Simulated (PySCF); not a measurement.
PySCF input file for Si(H)(OH)(SeH)2 (H4OSe2Si), SMILES [SeH][SiH]([SeH])O, B3LYP/pcSseg-1. Geometry: r2SCAN-D4/def2-SVP. This is a generated structure with no PubChem entry under its InChIKey; it may be hypothetical. Other conformers were not sampled.

```python
import numpy as np
from pyscf import gto, scf, dft
from pyscf.prop.nmr import rks as nmr

mol = gto.M(
    atom='''
    Si   -0.85932044   -0.35534632   -0.11235053
    O    -1.83772292   -0.62279308    1.20129244
    Se   -0.20623151    1.81581628   -0.41537006
    Se    1.07723491   -1.53215739    0.20829400
    H    -1.67138711   -0.80742427   -1.26785832
    H    -1.50107739   -0.31998505    2.05484966
    H    -1.51511996    2.20727329   -0.96842247
    H     1.80573865   -0.76707304   -0.81541536
    ''',
    basis='pcSseg-1',
    charge=0,
    spin=0,
    max_memory=1600,
    verbose=3,
)
mf = dft.RKS(mol, xc='b3lyp')
mf.grids.level = 3
mf.conv_tol = 1e-10
mf.max_cycle = 100
mf.kernel()
n = nmr.NMR(mf)
n.verbose = 2
n.max_cycle_cphf = 60
sigma = n.kernel()
print('atom   isotropic/ppm   span/ppm')
for i, s in enumerate(sigma):
    w = np.linalg.eigvalsh((s + s.T) / 2)
    print(f'{mol.atom_symbol(i):2s}{i + 1:3d} {w.mean():14.3f} {w[2] - w[0]:11.3f}')
```

Program output:

```
converged SCF energy = -5169.90662764823
atom   isotropic/ppm   span/ppm
Si  1        314.282     112.840
O   2        251.298      29.839
Se  3       1899.489     708.396
Se  4       1995.570     594.597
H   5         25.157       9.518
H   6         29.627      16.840
H   7         29.942      23.357
H   8         30.535      23.349
```

The run converged.

Cost: very roughly 30 core-seconds.
